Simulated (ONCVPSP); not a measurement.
**Varying the ONCV potential for Ga (Z = 31)**

Base potential:

Ga (Z = 31), optimised norm-conserving Vanderbilt (ONCV), made with ONCVPSP 4.0.1 (PBEsol, scalar-relativistic). Core [Ne], reference 3s2 3p6 3d10 4s2 4p1. Waves: 3s+4s: rc 1.10 bohr, ncon 4, nbas 7, qcut 12.7 1/bohr, 2 projectors; 3p+4p: rc 1.30 bohr, ncon 3, nbas 8, qcut 9.3 1/bohr, 2 projectors; 3d: rc 1.00 bohr, ncon 5, nbas 10, qcut 16.6 1/bohr, 3 projectors, debl 3 Ha. Local part: polynomial inside 0.75 bohr (lpopt 2, dvloc0 0 Ha). Core correction: Teter function, fcfact 5.75, rcfact 1.75.

Cutoffs, loose and tight: the cutoffs (Ha) at which the residual kinetic energy of the hardest occupied pseudo-wave falls to 1 and 0.1 mHa per electron. They do not see the model core or the augmentation charge, which bear on the density cutoff. Test errors are all-electron minus pseudo excitation energies from the reference, over the configurations 3s2 3p6 3d10 4s2 4p0; 3s2 3p6 3d10 4s1 4p0; 3s2 3p6 3d10 4s0 4p0; 3s1 3p6 3d10 4s2 4p1. A dash means not determined; rows that change the core or the reference have their own tests. The largest error is taken over the tests solved by every variant that gives reliable tests at all: 3s1 3p6 3d10 4s2 4p1; 3s2 3p6 3d10 4s1 4p0; 3s2 3p6 3d10 4s2 4p0.

```tsv
change	outcome	cutoff, loose	cutoff, tight	bound ghosts	GHOST(+) flags above zero	largest test error (meV)
base	generated	111 Ha	124 Ha	none	none	-186
core correction Teter function, fcfact 2.25, rcfact 1.6	generated	111 Ha	124 Ha	none	none	-181
core correction Teter function, fcfact 7.8, rcfact 1.75	generated	111 Ha	124 Ha	none	none	-187
local potential polynomial inside 0.75 bohr (lpopt 2, dvloc0 8 Ha)	generated	111 Ha	124 Ha	none	none	-186
functional BLYP	generated	111 Ha	124 Ha	none	none	-194
core correction Teter function, fcfact 5.75, rcfact 1.1	generated	111 Ha	124 Ha	none	none	-183
```

Problem. What comes out with this change to the base: d: ncon 4, nbas 9?

Solution. outcome: generated; cutoff, loose: 105 Ha; cutoff, tight: 118 Ha; bound ghosts: none; GHOST(+) flags above zero: none; largest test error (meV): -204.

Problem. What comes out with this change to the base: d: qcut 24.2?

Solution. outcome: generated; cutoff, loose: 140 Ha; cutoff, tight: 163 Ha; bound ghosts: none; GHOST(+) flags above zero: none; largest test error (meV): -156.
